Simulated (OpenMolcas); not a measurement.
**Levels of C I by method**

| Quantity | Value |
| --- | --- |
| Program | OpenMolcas 26.06 |
| Basis | ANO-RCC-VQZP [5s4p3d2f1g] |
| Scalar Hamiltonian | DKH2, point nucleus |
| Active space | 4 electrons in 8 orbitals (2s 2p 3s 3p) |
| State averaging | 2S+1 = 3 even, 3 roots; 2S+1 = 1 even, 6 roots; 2S+1 = 5 odd, 1 root; 2S+1 = 3 odd, 8 roots; 2S+1 = 1 odd, 3 roots |
| Spin-orbit coupling | state interaction with AMFI integrals over the reference wave functions, term energies averaged over their components |

Methods on the same reference wave functions:
A. CASSCF
B. SS-CASPT2, IPEA 0.25 Eh, imaginary shift 0.1 Eh (closed shells correlated: 1s)

Energies in cm⁻¹ above 2s² 2p² ³P₀, the measured ground level; measured values from NIST Handbook of Basic Atomic Spectroscopic Data.

```
      Level      A      B  Measured
2s² 2p² ³P₀    0.0    0.0       0.0
2s² 2p² ³P₁   14.8   14.8      16.4
2s² 2p² ³P₂   44.1   44.1      43.4
2s² 2p² ¹D₂  11976  10150     10193
2s² 2p² ¹S₀  18840  20680     21648
2s 2p³ ⁵S°₂  25418  32060     33735
```

Deviations, from unrounded energies. A percentage is the sum of absolute deviations over the sum of measured energies, with the sign that they share, or ± where signs differ.

```json
{"Against measurement": "mean absolute deviation (cm-1)", "Levels": "5", "A": "2600", "B": "540"}
{"Against measurement": "fine structure of the ground term (%)", "Levels": "2", "A": "±3.9", "B": "±3.9"}
{"Against measurement": "other terms of the ground configuration (%)", "Levels": "2", "A": "±14.4", "B": "-3.2"}
{"Against measurement": "other configurations (%)", "Levels": "1", "A": "-24.7", "B": "-5.0"}
```

B lies closest to measurement on these levels. The largest miss of B in the table is 2s 2p³ ⁵S°₂, by -1700 cm-1. The ranking rests on the paired levels alone, and a cruder setting can come out closer through cancelling errors.

From A to B the spin-free energies of the other terms of 2s² 2p² shown, above ³P, scale by factors of 0.85 to 1.10.

The lowest spin-free term lies below A's lowest term by 0.066 hartree in B.

Term energies are means over components that CASPT2 splits; among the terms shown or strongly mixed into the levels shown the widest spread is 34 cm-1 (2s² 2p² ¹D, B). Over all roots computed the reference weight is 0.94 to 0.99 in B; the roots of lowest weight are the least certain, and an intruder state may touch them. The run also gave levels led by 2s² 2p 3s, which use shells meant for correlation; these and all levels above them are left out. Without dynamic correlation excited terms often stand tens of per cent too high (terms of higher spin than the ground term too low), and those without a measured partner can miss by more than the paired ones (holds for A). Measured partners are found by configuration, term and J. A level has none where our copy of the source lacks it or the pairing is in doubt (some pairs that miss far off the trend of their configuration count as doubtful), and it then counts in no deviation. Levels of configurations outside the active space are missing. Levels that lie high or do not pair safely by name in every column are left out.

° marks odd parity.
